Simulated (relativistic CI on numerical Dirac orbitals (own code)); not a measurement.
## Mo³⁺ (4d3) in a crystal field

Calculated by Dirac-Coulomb-Breit CI, KLI orbitals optimised for each configuration, model QED, valence Slater integrals scaled by 0.85, one configuration in a parametric crystal field (own radial code).

Field parameters in Wybourne normalisation: D3d B²₀ = −7Dσ, B⁴₀ = −14Dq − 21Dτ, B⁴₃ = −14√(10/7) Dq. The field is a parameter set, without covalency.

S is read from ⟨S²⟩ = S(S + 1).

Powder χT (cm³ K mol⁻¹) by Van Vleck's formula, with temperature-independent terms:

| Field | 2 K | 5 K | 10 K | 20 K | 50 K | 100 K | 200 K | 300 K |
| --- | --- | --- | --- | --- | --- | --- | --- | --- |
| D3d, 10Dq = 15050, Dσ = -1200, Dτ = -250 cm⁻¹ | 1.05 | 1.19 | 1.37 | 1.52 | 1.59 | 1.61 | 1.63 | 1.65 |
| D3d, 10Dq = 15050, Dσ = 1200, Dτ = -250 cm⁻¹ | 1.01 | 1.11 | 1.27 | 1.46 | 1.59 | 1.62 | 1.64 | 1.66 |
| D3d, 10Dq = 15050, Dσ = 980, Dτ = -250 cm⁻¹ | 1.02 | 1.14 | 1.31 | 1.49 | 1.59 | 1.62 | 1.64 | 1.66 |
| D3d, 10Dq = 15050, Dσ = 760, Dτ = -250 cm⁻¹ | 1.04 | 1.18 | 1.36 | 1.52 | 1.6 | 1.62 | 1.64 | 1.66 |
| D3d, 10Dq = 15050, Dσ = 550, Dτ = -250 cm⁻¹ | 1.07 | 1.23 | 1.42 | 1.55 | 1.61 | 1.62 | 1.64 | 1.65 |
| D3d, 10Dq = 15050, Dσ = 330, Dτ = -250 cm⁻¹ | 1.11 | 1.32 | 1.49 | 1.58 | 1.61 | 1.62 | 1.64 | 1.65 |
| D3d, 10Dq = 15050, Dσ = 110, Dτ = -250 cm⁻¹ | 1.2 | 1.43 | 1.55 | 1.6 | 1.61 | 1.62 | 1.64 | 1.65 |
| D3d, 10Dq = 15050, Dσ = -110, Dτ = -250 cm⁻¹ | 1.41 | 1.56 | 1.6 | 1.61 | 1.61 | 1.62 | 1.64 | 1.65 |

Q: For D3d, 10Dq = 15050, Dσ = -1200, Dτ = -250 cm⁻¹: what effective moment follows at 300 K?

A: μ_eff = √(8χT) = 3.63 μB. The ground level has S = 1.50; the spin-only moment for S = 3/2 is 3.88 μB. The difference comes from the orbital moment, spin-orbit mixing of terms and temperature-independent paramagnetism, all larger in this ionic model than in covalent complexes.
